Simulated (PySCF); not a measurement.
Si(H)(F)(Me)(OH) (CH5FOSi), SMILES C[SiH](O)F.

The structure is a stationary point at B3LYP-D3(BJ)/def2-SVP. The values are those of a single conformer.

Calculation: PySCF 2.14.0 with B3LYP-D3(BJ)/def2-SVP.

Frequencies are harmonic and unscaled.

```csv
mode,ν (cm⁻¹),IR (km/mol),Raman (Å⁴/amu),depolarisation,moving atoms (share of kinetic energy)
1,149,0.2,0.0,–,H 96 %
2,201,34.9,2.5,0.75,"H 61 %, C 13 %, O 11 %"
3,240,23.3,1.2,0.75,"H 41 %, F 30 %, C 14 %, Si 9 %"
4,303,60.1,1.0,0.72,"H 39 %, Si 23 %, O 18 %, F 10 %, C 9 %"
5,339,68.1,0.8,0.74,"O 37 %, F 27 %, Si 19 %, H 16 %"
6,659,2.4,12.1,0.24,"H 52 %, C 36 %"
7,711,64.5,2.8,0.11,"H 61 %, C 14 %, Si 11 %, O 10 %"
8,756,7.6,3.9,0.63,"H 75 %, C 18 %"
9,821,162.9,0.3,0.71,"H 45 %, O 22 %, Si 18 %, C 11 %"
10,840,20.2,5.9,0.68,"H 48 %, F 38 %, Si 12 %"
11,890,78.5,10.4,0.74,"H 78 %, O 17 %"
12,924,183.5,4.8,0.57,"H 55 %, Si 26 %"
13,968,245.4,1.3,0.50,"Si 46 %, H 23 %, O 18 %, F 10 %"
14,1281,37.7,1.4,0.60,"H 77 %, C 22 %"
15,1430,2.3,12.8,0.75,H 96 %
16,1433,3.9,13.2,0.75,H 96 %
17,2294,134.6,120.7,0.20,H 97 %
18,3030,0.8,132.7,0.01,H 97 %
19,3119,5.0,80.5,0.75,"H 91 %, C 9 %"
20,3126,4.3,76.6,0.75,"H 91 %, C 9 %"
21,3876,84.5,88.3,0.29,H 94 %
```
